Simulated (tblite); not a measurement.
Species: CH14OSi5.
Numbering: `[SiH3:1][CH2:2][O:3][SiH2:4][SiH2:5][SiH2:6][SiH3:7]` (hydrogens: H8, H9, H10 on Si1; H11, H12 on C2; H13, H14 on Si4; H15, H16 on Si5; H17, H18 on Si6; H19, H20, H21 on Si7)

The geometry is computed with GFN2-xTB (gas phase).

Question: Give the optimised bond lengths and angles.

Answer: 
```
                     bond  length (Å)   order
                   Si1–C2       1.904  single
                    C2–O3       1.411  single
                   O3–Si4       1.629  single
                  Si4–Si5       2.293  single
                  Si5–Si6       2.329  single
                  Si6–Si7       2.315  single
  Si1–H8, Si1–H9, Si1–H10       1.463  single
           C2–H11, C2–H12       1.094  single
         Si4–H13, Si4–H14       1.473  single
         Si5–H15, Si5–H16       1.474  single
         Si6–H17, Si6–H18       1.476  single
Si7–H19, Si7–H20, Si7–H21       1.467  single
```

Bonds in one row agree within 0.01 Å and their mean is given. Orders are formal, as drawn. A selection of angles:
```
      angle  degrees
  C2–Si1–H8    108.9
  C2–Si1–H9    107.8
  H8–Si1–H9    110.0
 H8–Si1–H10    111.2
  Si1–C2–O3    106.2
 Si1–C2–H11    112.4
 Si1–C2–H12    112.9
  O3–C2–H11    109.8
 H11–C2–H12    106.7
  C2–O3–Si4    127.9
 O3–Si4–Si5     95.5
 O3–Si4–H13    110.1
Si5–Si4–H13    118.0
Si5–Si4–H14    120.4
H13–Si4–H14    103.1
Si4–Si5–Si6    111.8
Si4–Si5–H15    110.7
Si4–Si5–H16    108.4
Si6–Si5–H15    112.9
Si6–Si5–H16    110.7
H15–Si5–H16    101.8
Si5–Si6–Si7    113.2
Si5–Si6–H17    111.9
Si5–Si6–H18    109.9
Si7–Si6–H17    109.4
H17–Si6–H18    102.3
Si6–Si7–H19    114.8
Si6–Si7–H20    111.3
Si6–Si7–H21    113.2
H19–Si7–H20    105.6
```

Dihedral angles: Si1–C2–O3–Si4 -159° (antiperiplanar); C2–O3–Si4–Si5 180° (antiperiplanar); O3–Si4–Si5–Si6 20° (synperiplanar); Si4–Si5–Si6–Si7 48° (synclinal). The mirror-image conformer, all signs reversed, is as good.

The Si–Si distances run from 2.293 Å (Si4–Si5, drawn single) to 2.329 Å (Si5–Si6, drawn single), a spread of 0.036 Å. Si5 (SiH2 silicon) is distorted tetrahedral (angles from 101.8° to 112.9°). Si6 (SiH2 silicon) is distorted tetrahedral (angles from 102.3° to 113.2°). Si4 (oxygen-bound silicon) has angles from 95.5° to 120.4°. Si7 (SiH3 silicon) is distorted tetrahedral (angles from 105.4° to 114.8°). Si1 (SiH3 silicon) is tetrahedral (angles from 107.8° to 111.2°). Of the pairs four or more bonds apart, O3···Si7 is among the closest relative to their van der Waals radii: 3.74 Å, 103 % of the sum of Bondi's values.

Point group: C1 (no symmetry element, even within 0.4 Å). GFN2-xTB frequencies show an imaginary mode (44i cm⁻¹), so the point is no minimum at that level. 3 starts were optimised and ended at 0.00, 2.64 and 4.09 kcal/mol (GFN2-xTB); the lowest of these is shown.
